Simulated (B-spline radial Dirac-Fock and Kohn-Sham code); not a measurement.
# Kohn-Sham estimates against Dirac-Fock for the levels of La³⁺

System: La³⁺, configuration [Kr] 4d10 5s2 5p6.

The density-functional columns are spherical, spin-unpolarised Dirac-Kohn-Sham results without Breit or QED terms: −ε is minus the orbital energy of the initial state and ΔSCF the difference of two total energies. The reference in the last column comes from ΔSCF Dirac-Fock with Breit, self-energy and vacuum polarisation, finite nucleus, configuration average. All numbers are from a radial atomic solver, in eV; a selection of levels is shown. The Kohn-Sham columns are given as differences from the reference. For the 1s level of heavy atoms much of the gap between ΔSCF and the reference is the Breit and QED part, -147.4 eV here; for other levels the error of the functional can be larger.

```tsv
level	PBE −ε − DF	PBE ΔSCF − DF	LDA −ε − DF	LDA ΔSCF − DF	Dirac-Fock
K (1s)	-222.5	+176.5	-262.7	+135.1	38961.5
L1 (2s)	-126.2	-52.3	-131.3	-57.2	6310.4
L2 (2p1/2)	-96.2	-4.0	-98.2	-5.9	5930.1
L3 (2p3/2)	-101.3	-16.2	-102.8	-17.6	5522.2
M1 (3s)	-65.7	-39.5	-67.2	-40.8	1406.9
M2 (3p1/2)	-53.4	-26.1	-53.9	-26.5	1246.9
M3 (3p3/2)	-52.8	-26.6	-53.1	-26.9	1165.7
M4 (3d3/2)	-34.2	-4.8	-33.9	-4.5	888.4
M5 (3d5/2)	-34.7	-5.6	-34.4	-5.3	871.6
N1 (4s)	-30.6	-18.0	-31.2	-18.5	320.1
N2 (4p1/2)	-24.1	-11.7	-24.3	-11.9	259.2
N3 (4p3/2)	-24.0	-12.0	-24.3	-12.2	241.9
N4 (4d3/2)	-11.2	+0.1	-11.1	+0.2	140.0
N5 (4d5/2)	-11.2	0.0	-11.1	+0.1	137.0
O1 (5s)	-9.3	-2.6	-9.1	-2.3	70.94
O2 (5p1/2)	-5.2	+1.1	-4.9	+1.3	51.72
O3 (5p3/2)	-5.1	+0.9	-4.9	+1.1	49.00
```

For the outermost level NIST gives 49.95 ± 0.06 eV (semi-empirical); the differences from it are PBE −ε -6.04, PBE ΔSCF -0.01, LDA −ε -5.88, LDA ΔSCF +0.17, Dirac-Fock -0.95 eV.

Values without a named source are computed, but for edge energies of neutral atoms, which are taken from tables.
